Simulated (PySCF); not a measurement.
**Argon: a sound run and one with changed settings**

Sound run: Ar⁺ [Ne] 3s2 3p5, Ar²⁺ [Ne] 3s2 3p4. Computed with PySCF 2.14 in pcseg-2 (5s4p2d1f, 34 functions), with no relativity, point nucleus. In the sound run the correlated levels freeze [Ne]. The sound run starts from symmetry-adapted Hartree-Fock orbitals and uses a fine grid where one is needed.

Changed run: initial guess minao, at most 50 SCF cycles.

| species | method | sound run (hartree) | changed run (hartree) | converged |
| --- | --- | --- | --- | --- |
| Ar⁺ | UHF | -526.26910 | -526.26910 | yes |
| Ar⁺ | BP86 | -527.01092 | -527.01092 | yes |
| Ar⁺ | CCSD(T) | -526.45310 | -526.45310 | yes |
| Ar²⁺ | TPSS | -525.96905 | -525.96905 | yes |
| Ar²⁺ | MP2 | -525.42009 | -525.42009 | yes |

Here the plain start reaches the same solutions.
